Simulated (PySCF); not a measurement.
NaAlF₄, optimised at HF/6-31G*:

```xyz
6

F     -1.2083     1.6170    -0.0899
Al    -0.5839     0.0953    -0.0112
F     -1.6573    -1.1520     0.0489
F      0.5764    -0.0293     1.2560
Na     2.2633    -0.3647     0.0202
F      0.5835    -0.1562    -1.2527
```

Energies from PySCF (xtb for GFN2), thermal terms from the rigid-rotor harmonic-oscillator model, ideal gas at 1 bar. 6-31G* has spherical d functions here. All species are closed-shell singlets. B3LYP is the form with VWN-RPA correlation.

**Question.** List the harmonic frequencies (cm⁻¹, unscaled) at this level and at the other levels, each on its own geometry.

**Answer.** 
- HF/6-31G*: 70, 198, 213, 238, 326, 334, 355, 414, 654, 713, 871, 957
- B3LYP/6-31G*: 73, 185, 205, 235, 303, 324, 342, 400, 616, 675, 834, 921
- GFN2-xTB: 39, 138, 168, 206, 248, 299, 299, 349, 537, 545, 754, 854
- PBE/def2-SVP: 58, 175, 189, 225, 290, 308, 330, 387, 597, 654, 816, 907
- PBE0/def2-TZVP: 47, 181, 192, 221, 299, 309, 330, 389, 611, 662, 810, 894
